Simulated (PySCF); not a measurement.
A structure optimised at PBE-D3(BJ)/def2-SVP, used in a PySCF frequency run:

```xyz
11

C     -1.2488     0.7721     0.0000
N     -1.1453    -0.6944     0.0000
Si     0.5385    -1.1948     0.0000
Si     0.6573     1.1471     0.0000
H     -1.7653     1.1863    -0.8981
H     -1.7653     1.1863     0.8981
H     -2.0057    -1.2481     0.0000
H      0.9985    -1.9835     1.2067
H      0.9985    -1.9835    -1.2067
H      1.1541     1.8695     1.2238
H      1.1541     1.8695    -1.2238
```
Charge 0, spin multiplicity 1.

Question: Write its SMILES, formula and point group.

Answer: C1N[SiH2][SiH2]1, CH7NSi2, Cs

Question: What are its rotational constants (standard atomic weights)?

Answer: 6.3228, 4.2842, 2.7657 GHz
